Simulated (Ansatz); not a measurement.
Start from `BB[SiH2]F` and change one atom or group to get `B[SiH2]F`.

Ansatz, PBE0-D4/def2-TZVP geometries, multiplicity 1. Each molecule was computed in one conformer, which needn't be the lowest.

```csv
property,`BB[SiH2]F`
LUMO energy (PBE0/def2-TZVPP) / eV,-2.38
HOMO–LUMO gap (PBE0/def2-TZVPP) / eV,5.81
HOMO energy (PBE0/def2-TZVPP) / eV,-8.19
size of the dipole moment (PBE/def2-TZVPP) / D,1.34
size of the dipole moment (B3LYP/def2-TZVPP) / D,1.48
HOMO energy (PBE/def2-TZVPP) / eV,-6.95
```

**Question.** What does the change do to each property? (Estimate.)

**Answer.** Ansatz gave: 
| property | `B[SiH2]F` | shift |
| --- | --- | --- |
| LUMO energy (PBE0/def2-TZVPP) / eV | -2.70 | -0.32 |
| HOMO–LUMO gap (PBE0/def2-TZVPP) / eV | 5.82 | 0.01 |
| HOMO energy (PBE0/def2-TZVPP) / eV | -8.52 | -0.33 |
| size of the dipole moment (PBE/def2-TZVPP) / D | 1.30 | -0.04 |
| size of the dipole moment (B3LYP/def2-TZVPP) / D | 1.42 | -0.06 |
| HOMO energy (PBE/def2-TZVPP) / eV | -7.22 | -0.27 |

The zero-point energy changes by -31.4 kJ/mol with -6 modes. Dipoles are sizes alone; their direction can turn.

B3LYP here is the variant with VWN-RPA as its local correlation; programs differ in this.
